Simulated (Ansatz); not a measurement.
Ansatz results at the PBE0-D4/def2-TZVP geometry: LUMO energy (PBE0/def2-TZVPP) -1.28 eV; size of the dipole moment (PBE/def2-TZVPP) 2.47 D; size of the dipole moment (B3LYP/def2-TZVPP) 2.67 D.

Each molecule was computed in one conformer, which needn't be the lowest.

(1) Which molecule gave them?
A. `C[CH]1[GeH2][B]1F`
B. `O[CH2][InH][OH]`
C. `OC1=C[SiH2][SiH2]1`
D. `N=C(Cl)[SiH2][SiH3]`

## Answers

(1) D. The others give `OC1=C[SiH2][SiH2]1`: -0.23, 1.54, 1.39; `C[CH]1[GeH2][B]1F`: -1.12, 1.43, 1.47; `O[CH2][InH][OH]`: -1.36, 2.75, 3.09.

B3LYP here is the variant with VWN-RPA as its local correlation; programs differ in this.
